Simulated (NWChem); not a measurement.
# CH4ClFOSi; SMILES Cl[Si](C)(F)O

```xyz
9

C      1.5896     1.1976     0.2011
Si    -0.0421     0.3750    -0.0041
O     -0.7629     0.9105    -1.3773
F     -0.9986     0.6881     1.2642
Cl     0.1324    -1.6790    -0.0466
H      2.2509     0.9568    -0.6439
H      2.0747     0.8657     1.1305
H      1.4606     2.2898     0.2428
H     -1.5926     0.5041    -1.6457
```
Atoms are numbered in this order, from 1.

Computed with NWChem. The geometry was optimised at PBE0/def2-SVP. Level: PBE0/def2-SVP with SMD (1 M gas to 1 M solution), gas-phase geometry. Reactions with the solvent are ignored.

For solvent water:

```yaml
cavity-dispersion-structure term (kcal/mol): 3.2
```

### Question
How do the values read with solvent toluene instead?

### Answer
| Quantity | Value |
|---|---|
| cavity-dispersion-structure term (kcal/mol) | -1.5 |
